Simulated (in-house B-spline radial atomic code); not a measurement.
Results of a calculation; reference values are marked as such.
**Ar ion on Hf atom: potential, deflection and energy transfer**

The pair potential comes from two frozen, spherical free-atom densities (PBE, B-spline radial code, scalar-relativistic past argon): electrostatics plus the change in Thomas-Fermi kinetic and Dirac exchange energy where they overlap, the recipe behind the universal ZBL potential, which averages such potentials (from solid-state densities) over many pairs. It is written V = (Z1 Z2 e²/r) φ(r/a), with e² = 14.3996 eV·Å and a = 0.46850 Å/(Z1^0.23 + Z2^0.23); ZBL's fit is φ = 0.18175 e^(−3.1998x) + 0.50986 e^(−0.94229x) + 0.28022 e^(−0.4029x) + 0.02817 e^(−0.20162x). Where φ falls below 4e-4 it is continued as an exponential.

Masses 39.95 and 178.49 u.

```csv
x = r/a,"φ, this pair","φ, ZBL"
0.1,0.8819,0.8928
0.25,0.7549,0.7647
0.5,0.6033,0.6096
1,0.4118,0.4164
1.5,0.2958,0.2995
2,0.2189,0.2218
3,0.1269,0.1292
4,0.07878,0.08026
5,0.05089,0.05224
6.5,0.02862,0.02914
8,0.01735,0.01705
10,0.009349,0.008778
12,0.005194,0.00474
14.5,0.002526,0.002328
17,0.001229,0.001212
20,0.0005324,0.0005882
```

Task: At x = 3 the electrostatic, kinetic and exchange parts are 2485.93, 5573.71 and -279.5 eV. Find r, V and φ.

Result: a = 0.46850/(1.9441 + 2.6742) = 0.10145 Å, so r = 0.30434 Å. V = 2485.93 + 5573.71 + (-279.5) = 7780.14 eV. The bare repulsion is 18 × 72 × 14.3996/0.30434 = 61320 eV, so φ = 0.1269, -1.8 % against ZBL's 0.1292. The kinetic (Pauli) term is 72 % of V here.

Task: The ion comes in at 22.51 keV with impact parameter 0.5072 Å. The scattering integral gives a centre-of-mass angle of 10.49° and a closest approach of 5.236 a. What are the reduced energy, the energy passed on and the laboratory angles?

Result: ε = E a M2/(Z1 Z2 e² (M1 + M2)) = 22510 × 4.4418e-06 = 0.1. The most that one collision can pass on is γE with γ = 4 M1 M2/(M1 + M2)² = 0.5978. Here T = γE sin²(θ/2) = 0.5978 × 22510 × 0.00836 = 112.5 eV. The ion turns by arctan(sin θ/(cos θ + M1/M2)) = 8.6°, and the struck atom leaves at (180° − θ)/2 = 84.8°. The closest approach is 0.531 Å. With ZBL the angle would be 10.78° and T = 118.8 eV.
